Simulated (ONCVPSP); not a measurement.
indium (In), ONCV: configuration errors across variants

In (Z = 49), optimised norm-conserving Vanderbilt (ONCV), made with ONCVPSP 4.0.1 (PBE, scalar-relativistic). Core [Kr] 4d10, reference 5s1 5p2. Waves: 5s: rc 2.15 bohr, ncon 4, nbas 7, qcut 2.6 1/bohr, 2 projectors, debl 1.8 Ha; 5p: rc 2.15 bohr, ncon 4, nbas 8, qcut 3.4 1/bohr, local. Local part: the p channel. Core correction: Teter function, fcfact 2, rcfact 1.25.

All-electron excitation energies from the reference (eV): (1) 5s2 5p1 -5.841; (2) 5s2 5p0 -0.478; (3) 5s1 5p0 18.758; (4) 5s2 5p0.5 -3.901.

Errors AE − PS in meV (a dash: test not solved or not reliable):

```csv
change,(1),(2),(3),(4),bound ghosts,GHOST(+) flags above zero
base,+4.0,+43,+45,+18,none,none
"core correction polynomial model core, fcfact 0.2",-15,-1.2,-82,-7.4,none,none
"core correction Teter function, fcfact 2, rcfact 1.82",-13,-103,-373,-39,none,none
```

**Question.** Give the same row for: s: qcut 1.7.

**Answer.** +0.9, +39, +45, +15; bound ghosts: none; GHOST(+) flags above zero: none.
